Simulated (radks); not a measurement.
Values are calculated unless marked as measured or tabulated.
All-electron atom: the thallium ion Tl35+ in [Kr] 4d10.

Level of theory: scalar-relativistic Kohn-Sham, PBE, spin-unpolarised, spherical densities, point nucleus (a radial shooting solver on a logarithmic mesh with Libxc functionals).

Energy parts (Ry):
part                       energy
total                 -39154.8364
kinetic                44290.6706
electron-nucleus      -92743.1843
Hartree                 9940.9278
exchange-correlation    -643.2505

Orbitals (lengths in bohr, moments of r in powers of bohr; r(max) is where P^2 peaks; r(90%) holds 90 % of the orbital's charge):
orbital,occ.,eigenvalue (Ry),r(90%),r(max)
1s,2,-6396.290,0.0299,0.01003
2s,2,-1223.231,0.107,0.05813
2p,6,-1066.136,0.102,0.04834
3s,2,-369.8652,0.259,0.1636
3p,6,-324.5696,0.266,0.1635
3d,10,-278.1207,0.249,0.1332
4s,2,-152.4617,0.522,0.3567
4p,6,-136.3788,0.550,0.3716
4d,10,-118.3554,0.565,0.3689
5s,0,-81.63286,0.916,0.6683
5p,0,-74.84307,0.965,0.7042

The highest occupied level is 4d at -1610.3 eV. The density falls to 0.001 e/bohr^3 at r = 1.08 bohr. For comparison, the ionisation energy in NIST's Atomic Spectra Database is 1625 eV (theoretical). In exact Kohn-Sham theory the highest level is minus the ionisation energy, but local and semilocal functionals leave it too shallow, through self-interaction and a potential that decays too fast; potentials with the right tail come closer. Summed over all electrons, <r^2> = 3.657 bohr^2, which gives a Langevin (diamagnetic) susceptibility term of -2.9 x 10^-6 cm^3/mol.

Beside tabulated values, note that scalar-relativistic runs lack spin-orbit coupling.
